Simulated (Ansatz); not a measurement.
C$_{2}$Cl$_{2}$O$_{2}$Pt, singlet, geometry from GFN2-xTB (such geometries of metal compounds can be far from the true shape) (core potentials on Pt).

The Ansatz (an electronic-structure program) input:
Ansatz 0.2 input:
```yaml
crystal:
  periodic: [false, false, false]
  atoms:
    - {symbol: Pt, position_ang: [0.00000000, 0.00000000, -0.00000000]}
    - {symbol: Cl, position_ang: [2.12263974, -0.92553606, 0.00158690]}
    - {symbol: Cl, position_ang: [-2.12263974, 0.92553606, -0.00158690]}
    - {symbol: O, position_ang: [1.14019065, 2.79347552, 0.02902722]}
    - {symbol: C, position_ang: [0.72643614, 1.74604345, 0.01820497]}
    - {symbol: O, position_ang: [-1.14019065, -2.79347552, -0.02902722]}
    - {symbol: C, position_ang: [-0.72643614, -1.74604345, -0.01820497]}
basis:
  gaussian:
    orbitals: def2-SV_P_.json
hamiltonian:
  xc: hf
```
The basis file holds def2-SV(P) in the JSON format of the Basis Set Exchange.

Problem. Estimate the number of basis functions that Ansatz with HF/def2-SV(P) returns for this input.

Solution. 117

Problem. Give the total energy at the level HF/def2-SV(P).

Solution. -1262.4925 Eh
